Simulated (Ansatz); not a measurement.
This geometry of BrH + Cl2GaH (6 atoms, charge 0, multiplicity 1) is a first-order saddle point.

The calculation used RKS B3LYP/def2-SVP (Ansatz 0.2.0).

```xyz
6
Properties=species:S:1:pos:R:3
Ga 0.015 -0.229 -0.008
H 0.022 0.055 1.656
Cl 1.883 0.200 -0.975
Cl -1.885 0.120 -0.946
Br 0.074 -2.615 1.077
H 0.046 -1.074 1.742
```

Q: Which two structures does it join? (They come from a converged band through this point; their orientation in space is the band's.)

A: Bonds broken: Ga1–H2, Br5–H6. Bonds formed: Ga1–Br5, H2–H6. BrH + Cl2GaH becomes BrCl2Ga + H2.

Image 0:

```xyz
6
Properties=species:S:1:pos:R:3
Ga 0.002 0.259 -0.021
H -0.002 0.803 1.435
Cl 1.823 0.139 -1.181
Cl -1.827 0.051 -1.156
Br 0.074 -2.615 1.053
H 0.086 -2.180 2.416
```

Image 10:

```xyz
6
Properties=species:S:1:pos:R:3
Ga 0.024 -0.832 -0.509
H 0.021 0.329 2.249
Cl 1.840 0.237 -0.892
Cl -1.846 0.152 -0.864
Br 0.080 -3.016 0.147
H 0.038 -0.414 2.415
```

Q: How far does it lie above each of them?

A: 62.9 kJ/mol above the first and 134.6 kJ/mol above the second. This is the barrier of this one path; another mechanism may lie lower. The orbitals stay closed-shell, which can raise the energy where a bond breaks towards radicals; this wasn't checked here.

Run time: 5.1 min on 2 threads of Arm Neoverse V1, on a shared host, peak memory 0.31 GiB.
